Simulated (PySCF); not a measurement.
## Atomic charges by several schemes

Compound: C₇H₆N₂.
Cartesian coordinates in Å at the PBE0-D3(BJ)/def2-SVP level; atoms count from 1:
```xyz
15
C7H6N2 angstrom
C     -1.8877    0.5065    0.0394
C     -1.7601   -0.9006    0.0105
C     -0.5224   -1.5202   -0.0170
C      0.6049   -0.6855   -0.0149
N      1.9412   -0.9483   -0.0365
N      2.6900    0.1599   -0.0237
C      1.8552    1.1753    0.0061
C      0.4985    0.7271    0.0140
C     -0.7729    1.3263    0.0414
H     -2.8863    0.9485    0.0606
H     -2.6637   -1.5149    0.0100
H     -0.4316   -2.6081   -0.0393
H      2.3938   -1.8512   -0.0594
H      2.2357    2.1960    0.0213
H     -0.8766    2.4135    0.0638
```

Density: PBE0/pcSseg-1 (PySCF); schemes: Mulliken, IAO, Hirshfeld and ESP-fitted. Geometry: PBE0-D3(BJ)/def2-SVP; no solvent, vibrations or thermal averaging.

Which atoms carry the highest charge in the Mulliken, IAO, Hirshfeld and ESP-fitted schemes?

The schemes don't all agree: Mulliken C4 (+0.338); IAO H13 (+0.299); Hirshfeld H13 (+0.157); ESP-fitted H13 (+0.297).

Which atoms carry the lowest charge in the Mulliken, IAO, Hirshfeld and ESP-fitted schemes?

The schemes don't all agree: Mulliken C8 (-0.407); IAO N6 (-0.211); Hirshfeld N6 (-0.138); ESP-fitted N6 (-0.429).

For which atoms does the sign change between the 4 schemes (beyond +0.03 e in one, beyond −0.03 e in another)?

C7. Atomic charges aren't observables, and each scheme defines them in its own way.

What partial charge does each atom carry?

In e:

| atom | environment | Mulliken | IAO | Hirshfeld | ESP-fitted |
| --- | --- | --- | --- | --- | --- |
| C1 | aromatic CH carbon | -0.095 | -0.170 | -0.061 | -0.212 |
| C2 | aromatic CH carbon | -0.090 | -0.146 | -0.049 | -0.032 |
| C3 | aromatic CH carbon | -0.021 | -0.186 | -0.065 | -0.405 |
| C4 | ring-fusion aromatic carbon | +0.338 | +0.070 | +0.032 | +0.250 |
| N5 | pyrrole-type nitrogen | -0.353 | -0.145 | -0.030 | -0.076 |
| N6 | pyridine-type nitrogen | -0.205 | -0.211 | -0.138 | -0.429 |
| C7 | aromatic CH next to a ring nitrogen | +0.205 | -0.080 | -0.027 | +0.051 |
| C8 | ring-fusion aromatic carbon | -0.407 | -0.066 | -0.038 | -0.023 |
| C9 | aromatic CH carbon | -0.026 | -0.143 | -0.046 | -0.205 |
| H10 | aromatic hydrogen | +0.098 | +0.152 | +0.049 | +0.155 |
| H11 | aromatic hydrogen | +0.099 | +0.153 | +0.051 | +0.131 |
| H12 | aromatic hydrogen | +0.096 | +0.153 | +0.051 | +0.194 |
| H13 | N–H hydrogen | +0.191 | +0.299 | +0.157 | +0.297 |
| H14 | aromatic hydrogen | +0.090 | +0.164 | +0.060 | +0.138 |
| H15 | aromatic hydrogen | +0.080 | +0.155 | +0.054 | +0.167 |

Mean size of the charges over all atoms: ESP-fitted 0.184 e, Mulliken 0.160 e, IAO 0.153 e, Hirshfeld 0.061 e. Each set sums to the total charge, 0, to within 0.001 e. The IAO scheme projects the occupied orbitals on a minimal set of polarised atomic orbitals and counts the electrons in each atom's part of it.

Sum the charges by element.

| element | atoms | Mulliken | IAO | Hirshfeld | ESP-fitted |
| --- | --- | --- | --- | --- | --- |
| C | 7 | -0.095 | -0.721 | -0.254 | -0.577 |
| N | 2 | -0.558 | -0.356 | -0.168 | -0.506 |
| H | 6 | +0.654 | +1.077 | +0.422 | +1.083 |

How closely do the schemes follow one another over all atoms?

Correlation coefficient and root-mean-square difference: IAO with Hirshfeld 0.96, 0.097 e; Hirshfeld with ESP-fitted 0.90, 0.159 e; IAO with ESP-fitted 0.88, 0.107 e; Mulliken with IAO 0.61, 0.162 e; Mulliken with Hirshfeld 0.61, 0.165 e; Mulliken with ESP-fitted 0.59, 0.189 e.
